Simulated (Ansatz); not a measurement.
Total energies of the cluster Sr₂O₃⁻ from Ansatz at PBE-D4/def2-TZVPD, gas phase (1 Eh = 27.2114 eV = 2625.5 kJ/mol). The reference geometry is relaxed at PBE0-D4/def2-SVPD.

```
atom   x (Å)   y (Å)   z (Å)
 Sr1   1.333  -0.632  -0.751
 Sr2  -1.533   0.608   0.150
  O3   0.643   0.735   1.034
  O4   0.120  -0.641   1.264
  O5  -0.564  -0.070  -1.697
```

```csv
state,geometry,energy (Eh)
charge -1 doublet,reference,-287.08376
charge 0 singlet,reference,-287.06928
charge -1 quartet,relaxed at PBE0-D4/def2-SVPD,-287.03214
```

In the def2 sets Sr takes a core potential; there is no spin–orbit coupling. The structure holds 1 bond(s) between oxygen atoms.

Q: Work out the vertical ionisation energy to the singlet.

A: E(charge 0 singlet) − E(charge -1 doublet) = -287.06928 − (-287.08376) = 0.01448 Eh = 0.39 eV. For comparison, −ε of the highest occupied level of the spin that leaves is -0.87 eV at this level, 1.26 eV less.

Q: Which of the charge -1 states is lowest, and how far above it are the others?

A: The doublet. quartet: -287.03214 − (-287.08376) = 0.05162 Eh = 135.5 kJ/mol.

At PBE-D4/def2-TZVPD the highest occupied level of the charge -1 doublet lies above zero (up to 0.87 eV). By energy differences its removal costs 0.39 eV (vertical, to the charge 0 singlet, at PBE-D4/def2-TZVPD); a positive level beside a positive removal energy at the same level points to self-interaction error. At PBE-D4/def2-TZVPD the highest occupied level of the charge -1 quartet lies above zero (up to 0.59 eV). It is a level of α spin, whose loss leaves a triplet; that state wasn't run at this geometry and level. The electron is either unbound and held by the finite basis, or the level is raised by self-interaction error. At PBE-D4/def2-TZVPD the gap within one spin of the charge -1 doublet nearly closes, so an electron or hole may be smeared out by delocalisation error. 

The structure comes from a short search, and lower isomers may exist.
